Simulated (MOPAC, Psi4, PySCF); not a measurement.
Internal rotation in SMILES O=C[SiH2]C[SiH3], singlet. Scanned: dihedral C2–Si3–C4–Si5; all other coordinates were relaxed at GFN2-xTB. Points at φ and −φ are mirror images. Heavy atoms are numbered in the order of the SMILES O=C[SiH2]C[SiH3], hydrogens after them in the order of the atoms that carry them; the mirror image has the same energies with the sign of each dihedral reversed.

- RKS-B3LYP/LANL2DZ = restricted B3LYP/LANL2DZ, with its core potentials past Ne // GFN2-xTB (PySCF)
- PM7, restricted, heats of formation // GFN2-xTB (MOPAC)
- PBE0/def2-TZVP // GFN2-xTB (Psi4)

Energies in eV, each method relative to its own lowest point.

```json
[
 {"φ / °": "-160", "RKS-B3LYP/LANL2DZ": "0.000", "PM7": "0.034", "PBE0/def2-TZVP": "0.005"},
 {"φ / °": "-140", "RKS-B3LYP/LANL2DZ": "0.002", "PM7": "0.054", "PBE0/def2-TZVP": "0.014"},
 {"φ / °": "-120", "RKS-B3LYP/LANL2DZ": "0.006", "PM7": "0.066", "PBE0/def2-TZVP": "0.022"},
 {"φ / °": "-100", "RKS-B3LYP/LANL2DZ": "0.007", "PM7": "0.054", "PBE0/def2-TZVP": "0.019"},
 {"φ / °": "-80", "RKS-B3LYP/LANL2DZ": "0.015", "PM7": "0.025", "PBE0/def2-TZVP": "0.019"},
 {"φ / °": "-60", "RKS-B3LYP/LANL2DZ": "0.034", "PM7": "0.000", "PBE0/def2-TZVP": "0.037"},
 {"φ / °": "-40", "RKS-B3LYP/LANL2DZ": "0.117", "PM7": "0.160", "PBE0/def2-TZVP": "0.084"},
 {"φ / °": "-20", "RKS-B3LYP/LANL2DZ": "0.145", "PM7": "0.163", "PBE0/def2-TZVP": "0.107"},
 {"φ / °": "0", "RKS-B3LYP/LANL2DZ": "0.157", "PM7": "0.168", "PBE0/def2-TZVP": "0.117"},
 {"φ / °": "20", "RKS-B3LYP/LANL2DZ": "0.145", "PM7": "0.163", "PBE0/def2-TZVP": "0.107"},
 {"φ / °": "40", "RKS-B3LYP/LANL2DZ": "0.117", "PM7": "0.160", "PBE0/def2-TZVP": "0.084"},
 {"φ / °": "60", "RKS-B3LYP/LANL2DZ": "0.034", "PM7": "0.000", "PBE0/def2-TZVP": "0.037"},
 {"φ / °": "80", "RKS-B3LYP/LANL2DZ": "0.015", "PM7": "0.025", "PBE0/def2-TZVP": "0.019"},
 {"φ / °": "100", "RKS-B3LYP/LANL2DZ": "0.007", "PM7": "0.054", "PBE0/def2-TZVP": "0.019"},
 {"φ / °": "120", "RKS-B3LYP/LANL2DZ": "0.006", "PM7": "0.066", "PBE0/def2-TZVP": "0.022"},
 {"φ / °": "140", "RKS-B3LYP/LANL2DZ": "0.002", "PM7": "0.054", "PBE0/def2-TZVP": "0.014"},
 {"φ / °": "160", "RKS-B3LYP/LANL2DZ": "0.000", "PM7": "0.034", "PBE0/def2-TZVP": "0.005"},
 {"φ / °": "180", "RKS-B3LYP/LANL2DZ": "0.000", "PM7": "0.026", "PBE0/def2-TZVP": "0.000"}
]
```
